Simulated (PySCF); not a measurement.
BrH7P2Si2.
SMILES with atom numbers: `[PH2:1][SiH2:2][PH:3][SiH2:4][Br:5]` (hydrogens: H6, H7 on P1; H8, H9 on Si2; H10 on P3; H11, H12 on Si4)

Computed with PBE0-D3(BJ)/def2-SVP geometry optimisation, gas phase in PySCF 2.14.0.

List the bond lengths, angles and torsions at this level.

```json
{"bond": "P1–Si2", "length (Å)": "2.269", "order": "single"}
{"bond": "Si2–P3", "length (Å)": "2.272", "order": "single"}
{"bond": "P3–Si4", "length (Å)": "2.253", "order": "single"}
{"bond": "Si4–Br5", "length (Å)": "2.235", "order": "single"}
{"bond": "P1–H6, P1–H7", "length (Å)": "1.430", "order": "single"}
{"bond": "Si2–H8, Si2–H9", "length (Å)": "1.493", "order": "single"}
{"bond": "P3–H10", "length (Å)": "1.432", "order": "single"}
{"bond": "Si4–H11, Si4–H12", "length (Å)": "1.491", "order": "single"}
```

Bonds in one row agree within 0.01 Å and their mean is given. Orders are formal, as drawn. A selection of angles:
```json
{"angle": "Si2–P1–H6", "degrees": "92.6"}
{"angle": "H6–P1–H7", "degrees": "93.7"}
{"angle": "P1–Si2–P3", "degrees": "113.8"}
{"angle": "P1–Si2–H8", "degrees": "107.4"}
{"angle": "P1–Si2–H9", "degrees": "113.7"}
{"angle": "P3–Si2–H8", "degrees": "105.8"}
{"angle": "P3–Si2–H9", "degrees": "106.7"}
{"angle": "H8–Si2–H9", "degrees": "109.1"}
{"angle": "Si2–P3–Si4", "degrees": "96.9"}
{"angle": "Si2–P3–H10", "degrees": "94.8"}
{"angle": "Si4–P3–H10", "degrees": "93.2"}
{"angle": "P3–Si4–Br5", "degrees": "107.5"}
{"angle": "P3–Si4–H11", "degrees": "113.9"}
{"angle": "P3–Si4–H12", "degrees": "110.5"}
{"angle": "Br5–Si4–H11", "degrees": "107.2"}
{"angle": "H11–Si4–H12", "degrees": "109.7"}
```

Dihedral angles: P1–Si2–P3–Si4 42° (synclinal); Si2–P3–Si4–Br5 59° (synclinal). The mirror-image conformer, all signs reversed, is as good.

Si4 (SiH2 silicon) is distorted tetrahedral (angles from 107.2° to 113.9°). Si2 (SiH2 silicon) is distorted tetrahedral (angles from 105.8° to 113.8°). P3 (three-coordinate phosphorus) is pyramidal (angles 96.9°, 94.8° and 93.2°, sum 284.8°, 0.98 Å off the plane of its three neighbours). P1 (three-coordinate phosphorus) is pyramidal (angles 93.7°, 93.5° and 92.6°, sum 279.8°, 0.87 Å off the plane of its three neighbours). Of the pairs four or more bonds apart, Si4···H7 is among the closest relative to their van der Waals radii: 3.39 Å, 103 % of the sum of Bondi's values.

Point group: C1 (no symmetry element, even within 0.4 Å). No frequency check. One conformer, not necessarily the lowest (H–P1–Si2–P3 -177° and -84°, P1–Si2–P3–Si4 42°, Si2–P3–Si4–Br5 59°).
